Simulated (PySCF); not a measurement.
# Partial charges of `C[SiH2]CS[Si@@H](F)[SiH3]`

Compound: C₂H₁₁FSSi₃.
Structure used (GFN2-xTB), in Å, numbered top down from 1:
```xyz
18
C2H11FSSi3 angstrom
C     -3.2162   -0.4814    0.4574
Si    -2.4153   -0.1979   -1.2354
C     -0.7059    0.6090   -0.9784
S      0.3776   -0.5239   -0.0341
Si     2.1768    0.6462   -0.0163
F      1.7339    2.1334    0.4635
Si     3.7409   -0.2068    1.4340
H     -3.3635    0.4547    0.9902
H     -2.5889   -1.1170    1.0767
H     -4.1849   -0.9615    0.3587
H     -3.1967    0.7427   -2.0503
H     -2.2254   -1.4617   -1.9528
H     -0.7725    1.5383   -0.4169
H     -0.2176    0.8140   -1.9284
H      2.4924    0.9350   -1.4126
H      3.2810   -0.2853    2.8216
H      4.1580   -1.5428    1.0099
H      4.9173    0.6647    1.4015
```

Density: PBE0/pcSseg-1 (PySCF); schemes: Mulliken, IAO, Hirshfeld and ESP-fitted. The structure is a single GFN2-xTB conformer in the gas phase; no vibrational or solvent corrections.

**Question.** For which atoms does the sign change between the 4 schemes (beyond +0.03 e in one, beyond −0.03 e in another)?

**Answer.** For none.

**Question.** Do the Mulliken, IAO, Hirshfeld and ESP-fitted schemes agree on where the charge is lowest?

**Answer.** The schemes don't all agree: Mulliken C3 (-0.650); IAO C1 (-0.717); Hirshfeld C1 (-0.212); ESP-fitted C1 (-0.484).

**Question.** What partial charge does each atom carry?

**Answer.** In e:

| atom | environment | Mulliken | IAO | Hirshfeld | ESP-fitted |
| --- | --- | --- | --- | --- | --- |
| C1 | Si-methyl carbon | -0.626 | -0.717 | -0.212 | -0.484 |
| Si2 | SiH2 silicon | +0.682 | +0.784 | +0.347 | +0.659 |
| C3 | sp3 carbon bound to sulfur | -0.650 | -0.617 | -0.158 | -0.407 |
| S4 | sulfur bonded to C and Si | -0.308 | -0.194 | -0.095 | -0.312 |
| Si5 | fluorine-bound silicon | +0.750 | +0.845 | +0.317 | +0.469 |
| F6 | silicon-bound fluorine | -0.429 | -0.546 | -0.211 | -0.287 |
| Si7 | SiH3 silicon | +0.148 | +0.276 | +0.230 | +0.240 |
| H8 | methyl hydrogen | +0.142 | +0.158 | +0.045 | +0.121 |
| H9 | methyl hydrogen | +0.154 | +0.164 | +0.040 | +0.129 |
| H10 | methyl hydrogen | +0.141 | +0.159 | +0.044 | +0.112 |
| H11 | Si–H hydrogen | -0.083 | -0.126 | -0.080 | -0.172 |
| H12 | Si–H hydrogen | -0.067 | -0.122 | -0.079 | -0.138 |
| H13 | methylene hydrogen | +0.193 | +0.167 | +0.042 | +0.182 |
| H14 | methylene hydrogen | +0.185 | +0.159 | +0.042 | +0.157 |
| H15 | Si–H hydrogen | -0.097 | -0.132 | -0.079 | -0.082 |
| H16 | Si–H hydrogen | -0.037 | -0.079 | -0.059 | -0.047 |
| H17 | Si–H hydrogen | -0.050 | -0.090 | -0.067 | -0.070 |
| H18 | Si–H hydrogen | -0.048 | -0.089 | -0.067 | -0.069 |

Mean size of the charges over all atoms: IAO 0.301 e, Mulliken 0.266 e, ESP-fitted 0.230 e, Hirshfeld 0.123 e. Each set sums to the total charge, 0, to within 0.001 e. The ESP scheme is a least-squares fit of atom-centred charges to the potential on four shells outside the van der Waals surface, with the total charge fixed.

**Question.** How closely do the schemes follow one another over all atoms?

**Answer.** Correlation coefficient and root-mean-square difference: Mulliken with IAO 0.99, 0.069 e; Mulliken with ESP-fitted 0.97, 0.107 e; IAO with ESP-fitted 0.97, 0.139 e; IAO with Hirshfeld 0.96, 0.252 e; Hirshfeld with ESP-fitted 0.95, 0.144 e; Mulliken with Hirshfeld 0.92, 0.222 e.

**Question.** How many electrons does the Hirshfeld scheme count on C1?

**Answer.** Z − q = 6 − (-0.212) = 6.212.
